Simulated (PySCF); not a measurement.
# Electron correlation in Sn (tin, neutral)

[Kr] 4d10 5s2 5p1 5d1, one real determinant (an excited configuration). Computed with PySCF 2.14 in aug-cc-pVTZ-PP with ECP28MDF, with scalar relativity through the core potential. Frozen: 4s2 4p6 4d10; 4 electrons correlated.

```json
{"level": "CCSD", "correlation energy (mhartree)": "-63.62"}
{"level": "(T)", "correlation energy (mhartree)": "-6.59"}
{"level": "CCSD(T)", "correlation energy (mhartree)": "-70.21"}
```

Diagnostics: T1 = 0.048, D1 = 0.1313, largest double amplitude 0.343.

The real determinant used has ⟨L²⟩ near 8 against 12 for a pure F term, so it mixes terms. The outer electron is Rydberg-like, and this basis confines it to a smaller radius and binds it less than a complete one would. T1 exceeds 0.03, a sign that the reference determinant is poor. A double-excitation amplitude exceeds 0.15, a sign of near-degeneracy.

Cost of the coupled-cluster step: roughly 2.7 core-seconds, for 4 correlated electrons.

Iterations:

```
CC2 = 0
CCSD nocc = (np.int64(3), np.int64(1)), nmo = (46, 46)
frozen orbitals [[0, 1, 2, 3, 4, 5, 6, 7, 8], [0, 1, 2, 3, 4, 5, 6, 7, 8]]
max_cycle = 100
direct = 0
conv_tol = 1e-08
conv_tol_normt = 1e-06
diis_space = 8
diis_start_cycle = 0
Init t2, MP2 energy = -0.042087531695046
Init E_corr(UCCSD) = -0.0420875316952645
cycle = 1  E_corr(UCCSD) = -0.051696547232993  dE = -0.00960901554  norm(t1,t2) = 0.0712829
cycle = 2  E_corr(UCCSD) = -0.0551049462066981  dE = -0.00340839897  norm(t1,t2) = 0.0460229
cycle = 3  E_corr(UCCSD) = -0.0596276133377935  dE = -0.00452266713  norm(t1,t2) = 0.0364534
cycle = 4  E_corr(UCCSD) = -0.0614433555628146  dE = -0.00181574223  norm(t1,t2) = 0.0240591
cycle = 5  E_corr(UCCSD) = -0.0629605868653477  dE = -0.0015172313  norm(t1,t2) = 0.0134788
cycle = 6  E_corr(UCCSD) = -0.0620842589174121  dE = 0.000876327948  norm(t1,t2) = 0.00934206
cycle = 7  E_corr(UCCSD) = -0.06342710134383  dE = -0.00134284243  norm(t1,t2) = 0.00847837
cycle = 8  E_corr(UCCSD) = -0.0632531038644222  dE = 0.000173997479  norm(t1,t2) = 0.00457213
cycle = 9  E_corr(UCCSD) = -0.0635823403442099  dE = -0.00032923648  norm(t1,t2) = 0.00243099
cycle = 10  E_corr(UCCSD) = -0.0635945637862231  dE = -1.2223442e-05  norm(t1,t2) = 0.000476555
cycle = 11  E_corr(UCCSD) = -0.0636246134957821  dE = -3.00497096e-05  norm(t1,t2) = 0.000181757
cycle = 12  E_corr(UCCSD) = -0.0636217121517923  dE = 2.90134399e-06  norm(t1,t2) = 3.73275e-05
cycle = 13  E_corr(UCCSD) = -0.0636220441900464  dE = -3.32038254e-07  norm(t1,t2) = 1.24478e-05
cycle = 14  E_corr(UCCSD) = -0.0636220312953894  dE = 1.2894657e-08  norm(t1,t2) = 3.84206e-06
cycle = 15  E_corr(UCCSD) = -0.0636220642397737  dE = -3.29443843e-08  norm(t1,t2) = 8.71862e-07
cycle = 16  E_corr(UCCSD) = -0.063622060627554  dE = 3.61221973e-09  norm(t1,t2) = 1.85708e-07
UCCSD converged
E(UCCSD) = -213.1941035055788  E_corr = -0.06362206062755399
UCCSD(T) correction = -0.00658789417354653
```

The reference is one real determinant that mixes LS terms of this configuration.
